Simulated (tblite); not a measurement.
C₃H₉F₃OSi₂.
Numbering: `[CH3:1][C:2]([SiH3:3])([SiH3:4])[O:5][C:6]([F:7])([F:8])[F:9]` (hydrogens: H10, H11, H12 on C1; H13, H14, H15 on Si3; H16, H17, H18 on Si4)

The geometry is computed with GFN2-xTB (gas phase).

Give the optimised bond lengths and angles.

| bond | length (bohr) | order |
| --- | --- | --- |
| C1–C2 | 2.882 | single |
| C2–Si3, C2–Si4 | 3.638 | single |
| C2–O5 | 2.812 | single |
| O5–C6 | 2.450 | single |
| C6–F7 | 2.548 | single |
| C6–F8 | 2.568 | single |
| C6–F9 | 2.524 | single |
| C1–H10, C1–H11, C1–H12 | 2.057 | single |
| Si3–H13 and 5 like bonds | 2.761 | single |

Bonds in one row agree within 0.02 bohr and their mean is given. Orders are formal, as drawn. A selection of angles:
| angle | degrees |
| --- | --- |
| C1–C2–Si3 | 110.9 |
| C1–C2–O5 | 108.5 |
| Si3–C2–Si4 | 113.7 |
| Si3–C2–O5 | 99.4 |
| Si4–C2–O5 | 112.7 |
| C2–O5–C6 | 120.1 |
| O5–C6–F7 | 116.0 |
| O5–C6–F8 | 114.5 |
| O5–C6–F9 | 109.8 |
| F7–C6–F8 | 104.1 |
| F7–C6–F9 | 106.1 |

Torsions: C1–C2–O5–C6 85° (synclinal); C2–O5–C6–F7 -50° (synclinal). The mirror-image conformer, all signs reversed, is as good.

The 3 C–F bonds span 1.336 Å (C6–F9, drawn single) to 1.359 Å (C6–F8, drawn single), a spread of 0.023 Å. The 2 C–O bonds span 1.297 Å (O5–C6, drawn single) to 1.488 Å (C2–O5, drawn single), a spread of 0.191 Å. Of the pairs four or more bonds apart, Si4···F8 is among the closest relative to their van der Waals radii: 2.85 Å, 80 % of the sum of Bondi's values. Si3 (SiH3 silicon) is tetrahedral (angles from 107.5° to 111.3°).

Point group: C1 (no symmetry element, even within 0.4 Å). Its GFN2-xTB frequencies are all real (lowest 54 cm⁻¹). One conformer, not necessarily the lowest. 3 starts were optimised and ended at 0.00, 0.36 and 0.67 kcal/mol (GFN2-xTB); the lowest of these is shown.
